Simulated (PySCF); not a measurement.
## Löwdin shares of the frontier orbitals

Compound: C5H3FN2O.
Structure used (GFN2-xTB), in Å, numbered top down from 1:
```xyz
12
C5H3FN2O angstrom
N      2.4686    1.6965   -0.0589
C      1.7599    0.8219    0.1289
C      0.8504   -0.2816    0.3542
O      0.7963   -1.2252   -0.7197
C     -0.6094   -1.0627   -0.8928
C     -0.6611    0.0336    0.1866
F     -1.4123   -0.2884    1.2868
C     -0.9880    1.3654   -0.2778
N     -1.2406    2.4070   -0.6692
H      1.0729   -0.7610    1.3176
H     -1.1658   -1.9619   -0.6152
H     -0.8697   -0.7444   -1.9046
```

Method used: PySCF, TDDFT PBE0/def2-SVPD, vertical, gas phase, core orbitals frozen in the response.

Kohn–Sham orbitals with the atoms that hold most of them (Löwdin shares over 4%, at most four atoms; ? is withheld):

```tsv
orbital	ε (eV)	atoms
HOMO-3	-10.68	N9 25%, N1 25%, C2 20%, C8 19%
HOMO-2	-10.54	N1 27%, O4 22%, C2 20%, C3 6%
HOMO-1	-10.13	?
HOMO	-9.25	O4 60%, C5 10%, C3 7%, H12 5%
LUMO	?	?
LUMO+1	-0.74	N1 19%, C2 16%, N9 14%, C8 12%
LUMO+2	-0.57	N9 28%, C8 23%, C6 10%, C3 8%
```

Q: Give the leading atoms of the HOMO-1.

A: N1 (bonded to C) 22%; C2 (bonded to C and N) 16%; N9 (bonded to C) 14%; C6 (bonded to 3 C and F) 10%. By element: nitrogen 36%, carbon 26% or more.

Q: Which atoms hold the LUMO, and with what shares?

A: N9 (bonded to C) 14%; C8 (bonded to C and N) 13%; C6 (bonded to 3 C and F) 12%; N1 (bonded to C) 11%. By element: carbon 25% or more, nitrogen 25%.

Q: What is the LUMO energy, and the HOMO–LUMO gap?

A: ε(LUMO) = -1.43 eV; the gap is 7.82 eV (0.2873 hartree).

Q: The HOMO–LUMO gap is 7.82 eV. Where does the response calculation put the lowest singlet, and from which orbitals?

A: S1 is at 6.34 eV (f = 0.0031), 1.48 eV below the gap, made of HOMO→LUMO (94%). Without the coupling terms of the response equations the lowest excitation would equal the gap.

Q: Give energy, strength and leading configuration of S1, S2 and S3, and follow the Löwdin shares of the leading atoms from the occupied to the empty orbital.

A: 
- S1 (6.34 eV, f 0.0031), HOMO→LUMO (94%): O4 60% → at most 11%, C5 10% → at most 11%, N9 at most 5% → 14%, C8 at most 5% → 13%
- S2 (6.97 eV, f 0.0022), HOMO-1→LUMO (85%): N1 22% → 11%, C2 16% → at most 11%, N9 14% → 14%, C8 at most 11% → 13%
- S3 (7.19 eV, f 0.011), HOMO→LUMO+1 (84%): O4 60% → at most 12%, C5 10% → at most 12%, N1 at most 5% → 19%, C2 at most 5% → 16%
